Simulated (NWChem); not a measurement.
System: NaOH; SMILES [Na][OH]

NWChem input:

```
start job
memory heap 200 mb stack 900 mb global 1100 mb
geometry units angstroms noautosym nocenter noautoz
  Na    -0.066236    -0.954143     0.000000
  O      0.132760     0.964550     0.000000
  H      0.230877     1.910607     0.000000
end
basis spherical
  * library def2-svp
end
dft
  xc hfexch
  iterations 150
end
property
  shielding
end
task dft property
```

NWChem printed, in part:

```
             Northwest Computational Chemistry Package (NWChem) 7.3.0
             --------------------------------------------------------

                             Geometry "geometry" -> ""
                             -------------------------

 Output coordinates in angstroms (scale by  1.889725989 to convert to a.u.)

  No.       Tag          Charge          X              Y              Z
 ---- ---------------- ---------- -------------- -------------- --------------
    1 Na                  11.0000    -0.06623600    -0.95414300     0.00000000
    2 O                    8.0000     0.13276000     0.96455000     0.00000000
    3 H                    1.0000     0.23087700     1.91060700     0.00000000

 Effective nuclear repulsion energy (a.u.)      30.6129985209

  xc_inp: hfexch multiplicative factor not found.
                              NWChem Property Module
                              ----------------------

  itol2e modified to match energy
  convergence criterion.

                                 NWChem DFT Module
                                 -----------------

 Summary of "ao basis" -> "ao basis" (spherical)
 ------------------------------------------------------------------------------
       Tag                 Description            Shells   Functions and Types
 ---------------- ------------------------------  ------  ---------------------
 Na                         def2-svp                 7       15   4s2p1d
 O                          def2-svp                 6       14   3s2p1d
 H                          def2-svp                 3        5   2s1p

  itol2e modified to match energy
  convergence criterion.

            General Information
            -------------------
          SCF calculation type: DFT
          Wavefunction type:  closed shell.
          No. of atoms     :     3
          No. of electrons :    20
           Alpha electrons :    10
            Beta electrons :    10
          Charge           :     0
          Spin multiplicity:     1
          Use of symmetry is: off; symmetry adaption is: off
          Maximum number of iterations: 150
          AO basis - number of functions:    34
                     number of shells:    16
          Convergence on energy requested:  1.00D-07
          Convergence on density requested:  1.00D-05
          Convergence on gradient requested:  5.00D-04

              XC Information
              --------------
                     Hartree-Fock (Exact) Exchange  1.000

[...]

          -----------------------------------------
          Chemical Shielding Tensors (GIAO, in ppm)
          -----------------------------------------

                                NWChem CPHF Module
                                ------------------

  scftype          =     RHF
  nclosed          =       10
  nopen            =        0
  variables        =      240
  # of vectors     =        3
  tolerance        = 0.10D-03
  level shift      = 0.00D+00
  max iterations   =       50
  max subspace     =       30

 SCF residual:    4.3596270063039718E-006

Iterative solution of linear equations
  No. of variables      240
  No. of equations        3
  Maximum subspace       30
        Iterations       50
       Convergence  1.0D-04

   iter   nsub   residual    time
   ----  ------  --------  ---------
     1      3    5.08D-01       1.2
     2      6    1.19D-01       1.4
     3      9    2.85D-02       1.5
     4     12    4.79D-03       1.7
     5     15    1.07D-03       1.9
     6     18    2.03D-04       2.0
     7     21    3.05D-05       2.2

      Atom:    1  Na
        Diamagnetic
    626.8912      0.3330      0.0000
      0.3330    630.0674      0.0000
      0.0000      0.0000    626.8567

        Paramagnetic
    -43.9925      4.5626      0.0000
      4.5626     -0.4732     -0.0000
      0.0000     -0.0000    -44.4656

        Total Shielding Tensor
    582.8987      4.8956      0.0000
      4.8956    629.5942     -0.0000
      0.0000     -0.0000    582.3911

           isotropic =     598.2947
          anisotropy =      47.7109

          Principal Components and Axis System
                 1           2           3
              630.1019    582.3911    582.3910

      1         0.1032      0.0000      0.9947
      2         0.9947     -0.0000     -0.1032
      3         0.0000      1.0000     -0.0000

      Atom:    2  O
        Diamagnetic
    376.4474      3.9473     -0.0000
      3.9473    414.0983     -0.0000
     -0.0000     -0.0000    376.0380

        Paramagnetic
      6.0398     -0.6263     -0.0000
     -0.6263      0.0650      0.0000
     -0.0000      0.0000      6.1132

        Total Shielding Tensor
    382.4872      3.3210     -0.0000
      3.3210    414.1633      0.0000
     -0.0000      0.0000    382.1512

           isotropic =     392.9339
          anisotropy =      32.3607

          Principal Components and Axis System
                 1           2           3
              414.5077    382.1512    382.1428

      1         0.1032     -0.0000      0.9947
      2         0.9947      0.0000     -0.1032
      3         0.0000      1.0000      0.0000

      Atom:    3  H
        Diamagnetic
     24.8875      2.4992      0.0000
      2.4992     48.7262      0.0000
      0.0000      0.0000     24.6283

        Paramagnetic
      1.7764     -0.1842      0.0000
     -0.1842      0.0191     -0.0000
      0.0000     -0.0000      1.7953

        Total Shielding Tensor
     26.6639      2.3150      0.0000
      2.3150     48.7454     -0.0000
      0.0000     -0.0000     26.4236

           isotropic =      33.9443
          anisotropy =      22.5617

          Principal Components and Axis System
                 1           2           3
               48.9854     26.4238     26.4236

      1         0.1032      0.9947     -0.0000
      2         0.9947     -0.1032      0.0000
      3         0.0000      0.0000      1.0000
```

Level: Hartree-Fock/def2-SVP, GIAO. Structure relaxed at the PBE0-D3(BJ)/def2-TZVP level. The printed shielding anisotropy is the first printed principal value minus the mean of the other two.
